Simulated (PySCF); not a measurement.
**Electron correlation in Sb (antimony, neutral)**

[Kr] 4d10 5s1 5p3 6s1, high-spin 6S determinant (an excited configuration). Computed with PySCF 2.14 in aug-cc-pVQZ-DK3, with scalar relativity by spin-free X2C-1e. Frozen: [Kr] 4d10; 5 electrons correlated.

```tsv
level	correlation energy (mhartree)
CCSD	-31.37
(T)	-0.76
CCSD(T)	-32.13
```

Diagnostics: T1 = 0.012, D1 = 0.0376, largest double amplitude 0.026.

Question: Is a single reference adequate?

Answer: Yes, within this model without spin-orbit coupling: T1 lies below 0.03 and no double amplitude reaches 0.07.
